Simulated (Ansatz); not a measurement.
Total energies of C$_{2}$H$_{3}$FSn (`C#[C][SnH2][F]`).

```xyz
7

C    -0.3322   -0.3121    2.0942
C    -0.1194   -0.1302    0.9214
Sn    0.2967    0.1946   -1.0795
F    -1.3544   -0.1519   -1.9960
H    -0.5306   -0.4756    3.1293
H     0.6469    1.8250   -1.3871
H     1.3931   -0.9499   -1.6823
```

The species carries charge 0 and has multiplicity 1. Correlated methods include outer-core shells of Sn, which these sets cover unevenly. Sn takes the def2 core potential. Geometry: relaxed with PBE0-D4/def2-TZVP. Basis def2-TZVPP, Ansatz.

RPA on PBE orbitals: Hartree–Fock energy of these orbitals -390.24509 Eh, correlation -1.32709 Eh (frozen core).

```
 functional                                       kind  energy without D4 (Eh)  D4 term (kJ/mol)
LDA (SPW92)                                        LDA              -390.46559                 –
        PBE                                        GGA              -391.97174             -12.4
       BLYP                                        GGA              -392.08852             -26.8
     r2SCAN                                   meta-GGA              -392.16779              -2.9
       PBE0         global hybrid, 25 % exact exchange              -391.98561             -10.5
      BHLYP                        global hybrid, 50 %              -392.02220             -16.9
    LC-ωPBE                long-range corrected hybrid              -392.09785                 –
    ωB97X-V       range-separated hybrid GGA with VV10              -392.10256                 –
    ωB97M-V  range-separated hybrid meta-GGA with VV10              -392.07300                 –
   PBE-QIDH                              double hybrid              -391.76757                 –
```

(1) Give the same for revPBE, B97M-V, B3LYP, r2SCANh, r2SCAN0, HSE06 (plane-wave form), CAM-B3LYP, B2PLYP. (Estimate.)

B3LYP takes the VWN-RPA correlation (the form of Gaussian; ORCA's B3LYP/G). HSE06 is the plane-wave form, built on full-range PBE exchange. The double hybrids freeze the cores in their second-order part.

## Answers

(1) The calculation gave: 
```tsv
functional	kind	energy without D4 (Eh)	D4 term (kJ/mol)
revPBE	GGA	-392.16661	-33.9
B97M-V	meta-GGA with VV10	-392.14955	–
B3LYP	global hybrid, 20 %	-392.25580	-20.2
r2SCANh	meta-GGA hybrid, 10 %	-392.14573	-3.1
r2SCAN0	meta-GGA hybrid, 25 %	-392.11386	-3.5
HSE06 (plane-wave form)	screened hybrid	-391.97519	-9.9
CAM-B3LYP	range-separated hybrid	-392.09639	-10.8
B2PLYP	double hybrid	-391.85102	–
```

LC-ωPBE has ω = 0.4 bohr⁻¹.
